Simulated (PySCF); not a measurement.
**Electron correlation in As⁺ (arsenic, charge +1)**

[Ar] 3d10 4s2 4p2, high-spin 3P determinant. All numbers are calculated (PySCF 2.14, scalar relativity by spin-free X2C-1e, in x2c-TZVPPall with one added diffuse shell each of s, p, d type (7s6p5d1f, 57 functions)). Frozen: [Ne]; 22 electrons correlated.

```tsv
level	correlation energy (mhartree)
CCSD	-302.90
(T)	-7.07
CCSD(T)	-309.97
```

Diagnostics: T1 = 0.0062, D1 = 0.0232, largest double amplitude 0.086.

Problem. Is a single reference adequate?

Solution. Mostly. T1 lies below 0.03, but a double amplitude of this size points to a near-degeneracy that CCSD handles and MP2 describes poorly.

This basis was not built for core-valence correlation, so the inner-shell part is incomplete.
